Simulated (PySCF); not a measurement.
## Radial density of Ge (germanium, neutral)

UHF, [Ar] 3d10 4s2 4p2, high-spin 3P determinant. Calculation: PySCF 2.14, in aug-cc-pVDZ-PP with ECP10MDF; a scalar-relativistic core potential. This is the valence pseudo-density: the core potential removes the inner electrons and smooths the orbitals near the nucleus.

```csv
r (bohr),4πr²ρ (e/bohr),4πr²(ρα − ρβ)
0.00111,1.207e-05,0.0000
0.00186,3.402e-05,0.0000
0.00313,9.520e-05,0.0000
0.00527,0.0002611,0.0000
0.00886,0.0006799,0.0000
0.0149,0.001573,0.0000
0.0251,0.003153,0.0000
0.0422,0.008629,0.0000
0.0709,0.06545,-0.0001
0.119,0.6395,-0.0008
0.201,4.163,-0.0001
0.338,17.46,0.0417
0.568,28.27,0.0548
0.955,10.79,0.0230
1.61,2.647,0.5510
2.70,1.362,0.7376
4.55,0.2426,0.1930
7.65,0.005163,0.0049
12.9,1.512e-05,0.0000
```

Energies and moments cover only the electrons outside the core potential.
